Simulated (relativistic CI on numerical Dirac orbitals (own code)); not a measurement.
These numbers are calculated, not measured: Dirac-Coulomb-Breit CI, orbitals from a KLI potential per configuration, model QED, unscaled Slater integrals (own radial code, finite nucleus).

The strongest absorption lines from the ground level of an ion, among the configurations computed and to levels below about 3460 eV (vacuum wavelength in Å, gf): 4.7589 (2.5), 4.7609 (1.8), 4.7676 (0.86), 4.7935 (0.86), 4.9173 (1.6), 4.9295 (0.9), 4.9432 (1.8), 4.9533 (0.76).

Problem. Which ion is it?
A. Br XXVII
B. Ag XXXIX
C. Ru XXXVI
D. Nb XXXIII

Solution. D. Nb XXXIII has 9 electrons and the ground level 2s2.2p5 2P°_3/2; the strongest line goes to 2s2.2p4.3d 2F_5/2. The pattern of lines fixes the number of electrons, and along that sequence the line energies rise steadily with the charge (about as its square where n changes within one kind of shell, about linearly where n is kept but much faster in heavy ions where fine structure, which grows about as Z⁴, sets the gap, and irregularly where shells cross), which fixes Z. Configurations outside the model, such as inner-shell arrays, can give stronger lines. At this charge energies of transitions that change n are usually good to better than 1 %, and those within a shell (Δn = 0) to a few per cent.

LS names give the leading component of a level, which can be under half, so a name can repeat, a term be missing and a line seem to break the LS rules.
